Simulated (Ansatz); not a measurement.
MoCl₄O⁺, that is MoOCl4 with one electron fewer. Total charge 1; doublet. Geometry PBE-D4/def2-SVP, that of the neutral singlet.

```xyz
6

Mo   -0.0265    0.0730   -0.0336
O    -0.5468    1.5082   -0.6942
Cl    1.5285    0.7342    1.5415
Cl    1.7648   -0.5213   -1.3653
Cl   -1.2427   -1.5224   -1.1787
Cl   -1.4774   -0.2716    1.7304
```

In the def2 sets Mo takes a core potential; there is no spin–orbit coupling.

(1) Estimate the α-spin orbital energies around the gap (eV) in Ansatz with PBE-D4/def2-TZVP, B97M-V/def2-TZVP, PBE0-D4/def2-TZVP.

## Answers

(1) 
```tsv
orbital	PBE-D4/def2-TZVP	B97M-V/def2-TZVP	PBE0-D4/def2-TZVP
HOMO−5	-14.04	-14.55	-15.50
HOMO−4	-14.04	-14.55	-15.50
HOMO−3	-13.79	-14.30	-15.29
HOMO−2	-13.79	-14.30	-15.28
HOMO−1	-13.63	-14.15	-15.11
HOMO	-13.48	-13.94	-14.96
LUMO	-11.60	-11.70	-11.03
LUMO+1	-9.76	-9.84	-9.16
LUMO+2	-9.76	-9.83	-9.16
LUMO+3	-8.58	-8.66	-8.00
LUMO+4	-7.97	-7.98	-7.35
LUMO+5	-4.73	-4.50	-4.03
β HOMO	-13.51	-13.89	-14.39
β LUMO	-12.90	-13.19	-12.64
```
